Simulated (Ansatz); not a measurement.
Ideal-gas functions of AsI3 (`I[As](I)I`) at 500 K and 1 bar, from an Ansatz frequency run at PBE0-D4/def2-TZVP.

Molar mass 455.63 g/mol, point group C3v (symmetry number 3), electronic degeneracy 1, moments of inertia 1069.934, 1069.957, 1974.089 u Å². Harmonic wavenumbers (cm⁻¹, unscaled): 66, 66, 93, 232, 237, 237.

Use S(trans) = R[1.5 ln M + 2.5 ln T − 1.1517]; rotational temperatures θ = 24.2544 K / I; S(rot) = R[ln(√π/σ · √(T³/θAθBθC)) + 1.5]; for each mode x = 1.438777 ν̃/T, S = R[x/(eˣ − 1) − ln(1 − e⁻ˣ)] and H = RT x/(eˣ − 1); 1 cm⁻¹ = 0.0119627 kJ/mol; R = 8.31446 J/(mol·K).

Task: By hand: the entropy, in J/(mol·K).

Result: Translation 195.9. Rotation: θ = 0.0227, 0.0227, 0.0123 K, giving 135.4. Vibration, mode by mode: 22.14, 22.14, 19.30, 11.83, 11.66, 11.66, in all 98.7. Electronic 0.0. Sum 430.0 J/(mol·K).

Task: By hand: H − E and G − E in kJ/mol, counted from the electronic energy.

Result: Zero-point energy ½ × 931 × 0.0119627 = 5.6; thermal vibration 19.9; translation, rotation and pV give 4 RT = 16.6. H − E = 42.1 kJ/mol, and G − E = 42.1 − 500 × 430.0/1000 = -172.9 kJ/mol.

Vibration gives 23 % of the entropy, 63.6 J/(mol·K) of it from the modes under 150 cm⁻¹: soft modes count most, and the harmonic formula is weakest for them.
